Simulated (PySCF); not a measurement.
Harmonic spectrum computed at PBE0 in the def2-TZVPD basis family (core potentials from Rb on, PySCF, no spin–orbit coupling):

```
symmetry  ω (cm⁻¹)  IR (km/mol, summed over degenerate members)
      t2       417                                         1364
       e       465                                          0.0
      t2      1149                                         3946
      a1      1259                                          0.0
```

**Question.** Which molecule gave it? In each, all ligands are bound to the one heavy central atom.
A. FeH₄⁻ (quartet)
B. CrH₄⁻ (quartet)
C. YH₄⁻ (singlet)
D. LaH₄⁻ (singlet)

**Answer.** D. It has Td symmetry with La–H 2.224 Å (×4).
